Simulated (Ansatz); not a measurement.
Abridged output of a molecular run in Ansatz:

```
Functional definition: HF
1555 factors; integrals over basis functions are off by at most 1.1e-3 eV
mean field evaluation 1: about -41165.4055 eV, gradient 3.9e1 eV
mean field evaluation 2: about -41165.7674 eV, gradient 3.9e1 eV
mean field evaluation 4: about -41169.2040 eV, gradient 3.9e0 eV
mean field evaluation 8: about -41169.2794 eV, gradient 3.3e-1 eV
mean field -41169.28009828 eV, -1512.9431380716 hartree, gradient 6.8e-6 eV, S^2 0.000000; 0 other end points of the search recorded, 0 dependent functions left out
21 core orbitals not correlated: weight in the atoms' cores, before any rotation towards them, 1.000 or more for the frozen orbitals, at most 0.000 for the correlated occupied ones
reference -41169.28009828 eV, -1512.9431380716 hartree; 16, 16 occupied and 232, 232 virtual orbitals, 1555 factors
second order -22.90138217 eV of doubles, -0.00000000 eV of singles
cycle   1  -23.87884690 eV  change   -9.8e-1 eV  update   1.1e-1
cycle   2  -24.48322785 eV  change   -6.0e-1 eV  update   3.1e-2
cycle   3  -24.60229643 eV  change   -1.2e-1 eV  update   1.5e-2
cycle   4  -24.59076802 eV  change    1.2e-2 eV  update   3.2e-3
cycle   5  -24.58912481 eV  change    1.6e-3 eV  update   1.3e-3
cycle   6  -24.58924807 eV  change   -1.2e-4 eV  update   3.6e-4
cycle   7  -24.58900771 eV  change    2.4e-4 eV  update   1.3e-4
cycle   8  -24.58901078 eV  change   -3.1e-6 eV  update   3.6e-5
perturbative correction -0.97728154 eV, -0.0359144341 hartree
Total energy: -41194.84639059 eV, -1513.8826819846 hartree
```

Its atoms:

Z-matrix (Å, degrees):
```
Si
O 1 1.645
H 1 1.486 2 109.9
H 1 1.483 2 109.4 3 -120.3
H 1 1.481 2 107.9 3 119.9
Si 2 1.617 1 144.8 3 28.8
Cl 6 2.052 2 107.9 1 60.1
S 6 2.121 2 113.2 1 -61.8
H 6 1.472 2 109.0 1 179.0
H 8 1.345 6 93.8 2 73.0
```

(1) Which basis set was used?
A. cc-pV(Q+d)Z
B. def2-TZVPP
C. def2-SVP
D. def2-QZVPP

(2) Write the keys of the input that set method, charge and spin (a neutral closed shell needs none for the last two).

Answers

(1) B. It gives 269 functions.

(2) 
```yaml
correlation: {method: ccsd_t}
```
